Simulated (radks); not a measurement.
Values are calculated unless marked as measured or tabulated.
These are the eigenvalues of the occupied orbitals of an atom or ion with whole-number occupations (eV). Level of theory: Dirac Kohn-Sham, PBE, spin-unpolarised, spherical densities, point nucleus (a radial shooting solver on a logarithmic mesh with Libxc functionals).

1s1/2: -57363.05
2s1/2: -9677.273
2p1/2: -9218.883
2p3/2: -8302.068
3s1/2: -2212.574
3p1/2: -2011.666
3p3/2: -1819.142
3d3/2: -1475.905
3d5/2: -1433.850
4s1/2: -481.1235
4p1/2: -400.7747
4p3/2: -357.1498
4d3/2: -224.8749
4d5/2: -216.8909
5s1/2: -99.1698
5p1/2: -76.0050
5p3/2: -69.5774
4f5/2: -56.8113
4f7/2: -55.5805

Which element is it, and in what charge state? The configuration may be excited. Open shells, if any, are shared by 2j + 1.

Answer. Z = 68, erbium, charge +4: Er4+ in [Xe] 4f10. The list shows which subshells hold electrons but not how many an open one holds; the 1s level, -2108.1 hartree, gives Z - s = 64.9 by -(Z - s)^2/2, which with screening and relativity narrows Z to a few neighbours, and the depths of the outer levels then fix element, charge and occupations together.
